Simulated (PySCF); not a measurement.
# Computed spin Hamiltonian

C3H11N2Si (doublet state).
Geometry (GFN2-xTB, Å), atoms numbered from 1 in this order:
```xyz
17
C3H11N2Si angstrom
C      2.989   -0.089   -0.816
C      1.978   -0.055    0.325
N      0.644   -0.297   -0.152
Si    -0.747    0.310    0.668
N     -2.072   -0.280   -0.257
C     -3.430    0.022    0.110
H      3.987    0.124   -0.443
H      2.727    0.650   -1.569
H      2.997   -1.071   -1.285
H      2.272   -0.789    1.092
H      1.985    0.930    0.796
H      0.568   -1.190   -0.616
H     -0.568    1.770    0.715
H     -1.958   -0.310   -1.263
H     -3.522   -0.050    1.192
H     -3.739    1.032   -0.188
H     -4.117   -0.693   -0.349
```

The hyperfine couplings belong to this conformer and change with its torsions.

As a line formula: `CCN[SiH]NC` [radical].

Method: PySCF, UKS B3LYP, pcH-1 on C H N Si, non-relativistic, mean-field spin-orbit, GIAO. Isolated species at its GFN2-xTB geometry (one conformer only). A GFN2-xTB geometry isn't a minimum of the functional, and hyperfine couplings can be far from their values at a DFT geometry, by a factor of two or more for some ions and for spin on atoms past the first row. Stability of the SCF solution: not tested.

```
g1, g2, g3        : 2.00172, 2.00236, 2.00279
g_iso             : 2.00229
Form of g         : rhombic: the two nearest values differ by 40 % of g3 − g1
⟨S²⟩              : 0.7520 (exact 0.7500)
α and β electrons : 29, 28
Basis functions   : 270
```

Isotropic coupling and dipolar principal values T1 to T3, in G (MHz turned into gauss with g_iso; 10 G = 1 mT):

| atom | isotope | a_iso | of which spin–orbit | T1 | T2 | T3 | Mulliken spin population |
| --- | --- | --- | --- | --- | --- | --- | --- |
| C1 | 13C | 1.4 | 0.0 | -0.2 | -0.2 | 0.3 | 0.00 |
| C2 | 13C | -0.8 | 0.0 | -0.3 | -0.2 | 0.5 | -0.01 |
| N3 | 14N | 1.9 | 0.0 | -2.9 | -2.8 | 5.8 | 0.12 |
| Si4 | 29Si | -202.0 | 0.3 | -45.8 | 22.0 | 23.8 | 0.72 |
| N5 | 14N | 12.0 | 0.0 | -0.8 | -0.7 | 1.5 | 0.02 |
| C6 | 13C | 0.7 | 0.0 | -0.3 | 0.0 | 0.4 | 0.00 |
| H7 | 1H | 0.6 | 0.0 | -0.3 | -0.2 | 0.5 | 0.00 |
| H8 | 1H | 0.0 | 0.0 | -0.4 | -0.4 | 0.8 | 0.00 |
| H9 | 1H | 0.0 | 0.0 | -0.4 | -0.4 | 0.7 | 0.00 |
| H10 | 1H | 3.2 | 0.0 | -0.9 | -0.5 | 1.4 | 0.01 |
| H11 | 1H | 0.4 | 0.0 | -0.9 | -0.6 | 1.5 | 0.00 |
| H12 | 1H | -4.1 | 0.0 | -3.6 | -0.9 | 4.5 | 0.00 |
| H13 | 1H | 75.4 | 0.0 | -2.3 | -0.2 | 2.5 | 0.11 |
| H14 | 1H | 12.9 | 0.0 | -1.4 | -0.5 | 1.9 | 0.02 |
| H15 | 1H | -0.4 | 0.0 | -1.3 | -0.8 | 2.2 | 0.01 |
| H16 | 1H | 0.8 | 0.0 | -0.6 | -0.5 | 1.1 | 0.00 |
| H17 | 1H | 0.3 | 0.0 | -0.6 | -0.4 | 0.9 | 0.00 |

The largest Mulliken spin populations are on Si4 (+0.72), N3 (+0.12) and H13 (+0.11). Si4 is the only atom above +0.15. The angles at Si4 add up to 326.4°, so it is pyramidal.

Axes: g3 points within 9° of the C2–N3 bond.

Under fast tumbling the dipolar parts average out, and these isotropic splittings remain: 1 × 1H (H13, I = 1/2, 2 lines) with 7.54 mT, 1 × 1H (H14, I = 1/2, 2 lines) with 1.29 mT, 1 × 14N (N5, I = 1, 3 lines) with 1.20 mT, 1 × 1H (H12, I = 1/2, 2 lines) with 0.41 mT, 1 × 14N (N3, I = 1, 3 lines) with 0.19 mT and 2 × 1H (H10/H11, I = 1/2, 3 lines) with 0.18 mT.

Nuclei that the bonding pattern makes equivalent are averaged, as if the motion that swaps them (rotation, inversion, ring flip) were fast. The 1H value of +5.0 MHz is a mean of couplings from 1.1 to 9.0 MHz in this one geometry, not an average over conformers.

The 29Si coupling of Si4 (-566.2 MHz) shows only in satellite lines or after enrichment, since that isotope makes up about 4.7 % of natural silicon.

β density exceeds α density at some nuclei, such as H12 (-0.0026) and C2 (-0.0019), spin density in bohr⁻³. In a single determinant that takes different orbitals for the two spins, that is spin polarisation.
